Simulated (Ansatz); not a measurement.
Correlation energies of C₂H₇GeNO by basis set

Cartesian coordinates in Å:
```
C 0.6452 2.1909 0.7147
O 0.6439 1.1333 -0.2440
C -0.0270 0.0477 0.0884
N -0.1121 -0.9689 -0.6586
Ge -1.1862 -2.6795 -0.1010
H 1.2282 2.9959 0.2748
H -0.3725 2.5376 0.9060
H 1.1141 1.8648 1.6454
H -0.5318 0.0328 1.0562
H 0.3755 -0.9004 -1.5466
H -1.8331 -2.6943 -1.5587
H 0.0559 -3.5598 -0.5766
```

The species carries charge 0 and has multiplicity 1. Correlated methods include outer-core shells of Ge, which these sets cover unevenly. Scalar relativity is left out up to krypton. The bonds changed during the relaxation, so this is another structure than the one it started from. The structure was optimised at the PBE0-D4/def2-TZVP level. It is one conformer, not always the lowest. Frozen core, restricted reference, the Gaussian-basis code of Ansatz.

| basis | HF (Eh) | MP2 corr. | CCSD corr. | (T) | CCSD(T) total |
| --- | --- | --- | --- | --- | --- |
| def2-SVP | ? | ? | -0.89174 | ? | ? |
| def2-TZVPP | -2284.52888 | -1.02431 | -1.05978 | -0.04337 | -2285.63203 |
| def2-QZVPP | ? | -1.34352 | – | – | – |

Q: Fill in the withheld values. (Best estimate.)

A: The calculation gave: def2-SVP HF (Eh): -2284.02073; def2-SVP MP2 corr.: -0.84794; def2-SVP (T): -0.02778; def2-SVP CCSD(T) total: -2284.94025; def2-QZVPP HF (Eh): -2284.58097.
